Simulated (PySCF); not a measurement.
Spin-rotation constants: SMILES CO[C@@H]1CCCC[P@@]1(P)=S, C6H14OP2S

Geometry:
```
atom   x (Å)   y (Å)   z (Å)
  C1   3.090   0.163  -0.386
  O2   1.818   0.681  -0.078
  C3   0.843  -0.261   0.331
  C4   0.273  -1.069  -0.831
  C5  -1.076  -1.701  -0.501
  C6  -2.166  -0.651  -0.300
  C7  -1.973   0.115   1.000
  P8  -0.340   0.978   1.059
  P9  -0.282   2.364  -0.634
 S10   0.156   1.604   2.832
 H11   3.727   1.022  -0.589
 H12   3.060  -0.484  -1.268
 H13   3.496  -0.398   0.462
 H14   1.239  -0.915   1.123
 H15   0.985  -1.849  -1.113
 H16   0.157  -0.389  -1.681
 H17  -0.985  -2.311   0.402
 H18  -1.360  -2.361  -1.323
 H19  -2.152   0.049  -1.141
 H20  -3.145  -1.136  -0.282
 H21  -2.751   0.872   1.142
 H22  -1.999  -0.555   1.865
 H23   0.689   3.129  -0.006
 H24  -1.317   3.119  -0.075
```

The calculation used GIAO KT3/pcSseg-1 magnetisability, rotational g tensor and spin-rotation constants, non-relativistic, gas phase in PySCF 2.14.0. Geometry: GFN2-xTB.

Task: Give the nuclear spin-rotation constants along the inertial axes (H = +C I·J) beside the isotropic shieldings.

Result: Rotational constants 0.8784, 0.8348, 0.6427 GHz. A star marks the isotopologue with that one atom substituted, in its own axes.
```csv
atom,isotope,Caa (kHz),Cbb (kHz),Ccc (kHz),mean (kHz),σ (ppm)
P8,31P,1.264,1.506,1.010,1.260,311.7
P9,31P,1.124,1.143,0.616,0.961,475.9
H11,1H,-0.035,-0.044,-0.038,-0.039,28.0
H12,1H,0.036,-0.076,-0.065,-0.035,28.0
H13,1H,-0.092,-0.083,0.027,-0.049,28.6
H14,1H,-0.110,-0.082,0.039,-0.051,28.4
H15,1H,-0.055,-0.026,-0.051,-0.044,29.2
H16,1H,-0.089,-0.091,0.015,-0.055,30.0
H17,1H,-0.096,-0.093,0.015,-0.058,30.6
H18,1H,0.031,-0.093,-0.069,-0.044,29.9
H19,1H,-0.096,-0.088,0.014,-0.057,30.3
H20,1H,-0.056,-0.009,-0.070,-0.045,29.7
H21,1H,-0.084,-0.007,-0.050,-0.047,29.4
H22,1H,-0.106,-0.076,0.016,-0.055,29.7
H23,1H,0.005,-0.068,-0.067,-0.043,29.0
H24,1H,-0.080,-0.006,-0.056,-0.047,29.4
C1,13C*,0.218,0.125,0.138,0.160,126.6
O2,17O*,-0.089,-0.128,-0.044,-0.087,266.4
C3,13C*,0.239,0.200,0.158,0.199,96.1
C4,13C*,0.158,0.148,0.098,0.135,150.9
C5,13C*,0.149,0.136,0.099,0.128,155.4
C6,13C*,0.157,0.132,0.100,0.130,154.0
C7,13C*,0.144,0.169,0.126,0.146,139.1
S10,33S*,0.240,0.177,0.079,0.165,618.6
```
For the geometry as given, no vibrational averaging.
